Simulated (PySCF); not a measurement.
All of these have the formula C4H4F3P. Level of theory: PySCF 2.14.0, density-fitted response routines, TDDFT CAM-B3LYP/def2-SVPD, vertical, gas phase, core orbitals frozen in the response. Geometries: GFN2-xTB; one conformer of each isolated species. Triplets are in the Tamm–Dancoff approximation.

A. `FC(F)=C(F)P1CC1`
B. `FC(F)(F)CCC#P`
C. `FC(=C(F)/P=C\C)F`

Lowest singlet levels (six at most, fewer where fewer were computed) with oscillator strengths:

1. 289 nm (f 0.000); 267 nm (f 0.000); 266 nm (f 0.000); 173 nm (f 0.035); 172 nm (f 0.065); 167 nm (f 0.039); T1 3.31 eV
2. 276 nm (f 0.067); 238 nm (f 0.142); 215 nm (f 0.087); 194 nm (f 0.084); 191 nm (f 0.015); 182 nm (f 0.000); T1 2.64 eV
3. 198 nm (f 0.005); 194 nm (f 0.286); 191 nm (f 0.023); 187 nm (f 0.000); 172 nm (f 0.000); 171 nm (f 0.248); T1 4.20 eV

Task: Which spectrum belongs to which structure?

Result: 1 = B, 2 = C, 3 = A.
- A: S1 at 6.25 eV, HOMO→LUMO+1 (78%); Löwdin shares by element: HOMO carbon 50% or more, phosphorus 15% (atoms not listed hold the other 36%); LUMO carbon 46% or more, phosphorus 22% (atoms not listed hold the other 33%); HOMO -8.54 and LUMO 0.65 eV; point group Cs, 2 of its 6 listed states under f = 0.0005.
- B: S1 at 4.29 eV, HOMO→LUMO (64%), HOMO-1→LUMO+1 (35%); Löwdin shares by element: HOMO carbon 53% or more, phosphorus 42%; LUMO phosphorus 53%, carbon 40% or more; HOMO -9.05 and LUMO -0.19 eV; point group Cs, 3 of its 6 listed states under f = 0.0005.
- C: S1 at 4.50 eV, HOMO→LUMO (68%), HOMO-1→LUMO (25%); Löwdin shares by element: HOMO carbon 52% or more, phosphorus 25% (atoms not listed hold the other 24%); LUMO carbon 46% or more, phosphorus 35% (atoms not listed hold the other 19%); HOMO -8.46 and LUMO -0.93 eV.
